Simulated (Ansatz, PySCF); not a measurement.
This Ansatz (a quantum-chemistry and plane-wave program) input computes a SVWN5/def2-TZVPD energy:

Ansatz 0.2 input:
```yaml
crystal:
  periodic: [false, false, false]
  atoms:
    - {symbol: I, position_ang: [-0.00000000, -0.00000000, -1.66521061]}
    - {symbol: I, position_ang: [0.00000000, 0.00000000, 1.66521061]}
basis:
  gaussian:
    orbitals: def2-TZVPD
hamiltonian:
  xc: {name: SVWN5}
total_charge: -1
magnetization: {spin_polarized: true, initial_magnetization: 1}
output: {forces: true}
```

Problem. Write an input for the same energy in PySCF and say what it gives.

Solution. 
```python
from pyscf import gto, scf, dft

mol = gto.M(
    atom='''
    I    -0.00000000   -0.00000000   -1.66521061
    I     0.00000000    0.00000000    1.66521061
    ''',
    basis='def2-tzvpd',
    ecp='def2-tzvp',
    charge=-1,
    spin=1,
    symmetry='D2h',
    verbose=4,
)

mf = dft.UKS(mol, xc='svwn').density_fit(auxbasis='def2-universal-jkfit')
mf.grids.level = 3
mf.conv_tol = 1e-9
mf.max_cycle = 100
mf.max_memory = 1500
mf.kernel()
if not mf.converged:
    mf = mf.newton()
    mf.kernel(mf.make_rdm1())
mf.analyze()
```
It gives -594.71319 Eh, and Ansatz -594.71302 Eh, a difference of 0.17 mEh, from the treatment of integrals and grids.
